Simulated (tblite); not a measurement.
Method: GFN2-xTB as coded in tblite; computed harmonic values from a numerical Hessian at the method's own geometry, unscaled. The method is semi-empirical: single wavenumbers can be off by several per cent or more. Modes of hydrogen on phosphorus and silicon can be 10 to 20 % off. One conformer each. Thermal functions are those of the rigid rotor and harmonic oscillator, without mixing of conformers.

Question: Order these by their ideal-gas entropy at 298.15 K and 1 bar, highest first (cal/(mol K)).
A. `C(/[SiH2]OC)=C(\C=O)[SiH2]Cl`
B. `CC[C@@H](C)[C@H](F)C(=O)Cl`
C. `C=CC1=CC[P@H+](C)C1`
D. `N#C[SiH2]C[C@H](F)[SiH3]`
E. `O=CO[C@@H]1[SiH2][SiH2]C[C@@H]1Cl`
F. `C(=C)C1=CCP(C1)C`
G. `C=C(C)P1CC=CC1`

Answer: A (118.0), E (105.3), B (104.1), D (102.8), C (94.5), G (93.3), F (92.1).

| SMILES | atoms | mass (u) | symmetry number | modes under 300 cm⁻¹ | ZPE (kcal/mol) | S translation (cal/(mol K)) | S rotation | S vibration | S | Cp |
| --- | --- | --- | --- | --- | --- | --- | --- | --- | --- | --- |
| CO[SiH2]/C=C(/C=O)[SiH2]Cl | 18 | 179.98 | 1 | 11 | 72.8 | 41.5 | 30.8 | 45.8 | 118.0 | 47.0 |
| O=CO[C@@H]1[SiH2][SiH2]C[C@@H]1Cl | 18 | 179.98 | 1 | 7 | 74.5 | 41.5 | 30.4 | 33.3 | 105.3 | 43.9 |
| CC[C@@H](C)[C@H](F)C(=O)Cl | 19 | 152.04 | 1 | 9 | 94.4 | 41.0 | 29.8 | 33.3 | 104.1 | 39.1 |
| N#C[SiH2]C[C@H](F)[SiH3] | 15 | 133.02 | 1 | 8 | 59.6 | 40.6 | 29.5 | 32.8 | 102.8 | 39.3 |
| C=CC1=CC[P@H+](C)C1 | 20 | 127.07 | 1 | 7 | 102.9 | 40.5 | 28.9 | 25.2 | 94.5 | 38.3 |
| C=C(C)P1CC=CC1 | 19 | 126.06 | 1 | 6 | 98.0 | 40.4 | 28.5 | 24.4 | 93.3 | 36.3 |
| C=CC1=CCP(C)C1 | 19 | 126.06 | 1 | 7 | 97.7 | 40.4 | 28.8 | 22.8 | 92.1 | 36.6 |

Entropies and Cp are for 298.15 K and 1 bar.
